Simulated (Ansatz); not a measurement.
`[NH2][Ta]([NH2])([OH])=[S]` and `[NH2][Nb]([NH2])([OH])=[S]` differ in one element.

Ansatz, PBE0-D4/def2-TZVP geometries, multiplicity 1. Each molecule was computed in one conformer, which needn't be the lowest.

Elements past krypton have def2 core potentials.

| property | `[NH2][Ta]([NH2])([OH])=[S]` |
| --- | --- |
| LUMO energy (PBE/def2-TZVPP) / eV | -1.71 |
| ideal-gas entropy at 298 K and 1 bar (rigid rotor, harmonic PBE0-D4/def2-TZVP) / J/(mol·K) | 388 |
| HOMO–LUMO gap (B3LYP/def2-TZVPP) / eV | 5.90 |
| size of the dipole moment (B3LYP/def2-TZVPP) / D | 3.31 |
| HOMO–LUMO gap (PBE0/def2-TZVPP) / eV | 6.34 |
| HOMO energy (PBE/def2-TZVPP) / eV | -6.07 |

What does the change do to each property? (Best estimate.)

Computed: 
| property | `[NH2][Nb]([NH2])([OH])=[S]` | shift |
| --- | --- | --- |
| LUMO energy (PBE/def2-TZVPP) / eV | -2.19 | -0.48 |
| ideal-gas entropy at 298 K and 1 bar (rigid rotor, harmonic PBE0-D4/def2-TZVP) / J/(mol·K) | 382 | -6 |
| HOMO–LUMO gap (B3LYP/def2-TZVPP) / eV | 5.56 | -0.34 |
| size of the dipole moment (B3LYP/def2-TZVPP) / D | 2.87 | -0.44 |
| HOMO–LUMO gap (PBE0/def2-TZVPP) / eV | 5.99 | -0.35 |
| HOMO energy (PBE/def2-TZVPP) / eV | -6.04 | 0.03 |

With PBE0 the HOMO falls by 0.17 eV and the LUMO falls by 0.52 eV, so the gap narrows by about 0.35 eV. PBE moves the HOMO by 0.03 eV and ωB97M-V by -0.18 eV. Dipoles are sizes alone; their direction can turn.

B3LYP here is the variant with VWN-RPA as its local correlation; programs differ in this.
